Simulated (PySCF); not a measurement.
A PySCF script (with the pyscf-properties extension) for the NMR shieldings of SMILES O=C(O)[C@@H]1C[C@@H]1[S-], [C4H5O2S]-, on a GFN2-xTB geometry:

```python
import basis_set_exchange as bse
import numpy as np
from pyscf import gto, dft
from pyscf.prop import nmr

atoms = """
O    -0.747726    1.904816    1.499821
C    -0.141221    0.967926    0.992432
O     1.163504    0.754429    1.298230
C    -0.704399    0.027487    0.055571
C    -0.065083   -1.308821   -0.239176
C    -0.013617   -0.301604   -1.333376
S     1.443524    0.416500   -1.931757
H     1.492298    1.523164    1.783400
H    -1.785876    0.095702   -0.003929
H    -0.724677   -2.165847   -0.320874
H     0.863113   -1.505195    0.277945
H    -0.778641   -0.409243   -2.104315
"""
names = dict.fromkeys(["O", "C", "S", "H"], "pcSseg-1")
basis = {el: gto.basis.parse(bse.get_basis(n, elements=[el], fmt="nwchem")) for el, n in names.items()}
mol = gto.M(atom=atoms, basis=basis, charge=-1, verbose=0)
mf = dft.RKS(mol, xc="PBE0")
mf.grids.level = 2
mf.grids.alignment = dft.numint.BLKSIZE   # the property module wants whole blocks of grid points
mf.conv_tol = 1e-9
mf.kernel()

calc = nmr.RKS(mf)   # GIAO
C = mf.mo_coeff
Co = C[:, mf.mo_occ > 0]
resp = mf.gen_response(singlet=True, hermi=2)
def vind(x):   # induced exchange potential for any number of trial vectors
    d = np.einsum("pi,xij,qj->xpq", C, 2 * x.reshape(-1, C.shape[1], Co.shape[1]), Co, optimize=True)
    return np.einsum("xpq,pi,qj->xij", resp(d - d.transpose(0, 2, 1)), C, Co, optimize=True).ravel()
mo1, _ = nmr.rhf.solve_mo1(calc, with_cphf=vind)
sigma = calc.kernel(mo1)
for i, s in enumerate(sigma):   # ppm
    w = np.linalg.eigvalsh((s + s.T) / 2)
    print("%2d %-2s iso %8.1f  s11 %8.1f  s22 %8.1f  s33 %8.1f" % (i, mol.atom_pure_symbol(i), w.mean(), *w))
```

Question: Give the expected output.

Answer: 
```
 0 O  iso    -71.9  s11   -303.7  s22   -152.0  s33    239.9
 1 C  iso      3.3  s11   -104.5  s22     36.4  s33     78.0
 2 O  iso    126.5  s11    -12.7  s22    139.4  s33    252.8
 3 C  iso    158.2  s11    116.3  s22    143.8  s33    214.5
 4 C  iso    155.9  s11    135.9  s22    157.8  s33    174.0
 5 C  iso    134.3  s11     76.8  s22    145.3  s33    180.9
 6 S  iso    636.9  s11    529.4  s22    540.2  s33    841.2
 7 H  iso     26.5  s11     20.0  s22     24.5  s33     35.1
 8 H  iso     30.6  s11     23.7  s22     29.0  s33     39.0
 9 H  iso     30.7  s11     25.3  s22     27.1  s33     39.8
10 H  iso     31.1  s11     26.1  s22     31.2  s33     36.1
11 H  iso     27.7  s11     18.6  s22     27.2  s33     37.3
```

These numbers come from an equivalent density-fitted implementation of the same equations, which agrees with the script to about 0.01 ppm for H and up to a few tenths of a ppm for heavy atoms, so last digits may differ.

Question: Turn these shieldings into chemical shifts. Shifts are taken against calculated references (same method and geometry level): 17O (336.08 ppm) against H2O; 13C (186.93 ppm), 1H (31.72 ppm) vs TMS; 33S (503.73 ppm) against CS2.

Answer: Averaging equivalent atoms: O 0: 408.0; O 2: 209.6; C 1: 183.6; C 5: 52.6; C 4: 31.0; C 3: 28.7; S 6: -133; H 7: 5.20; H 11: 4.00; H 8: 1.15; H 9: 0.99; H 10: 0.58 ppm. Unscaled 17O shifts of doubly bonded oxygen tend to come out too high, by tens of ppm or more. Experimental scales use liquid or dissolved standards, which lie at an offset from isolated H2O (liquid H2O: subtract about 36 ppm).

Size and cost of the density-fitted run: 151 basis functions, 14 s wall time on 1 thread of an Arm Neoverse V2, shared host.
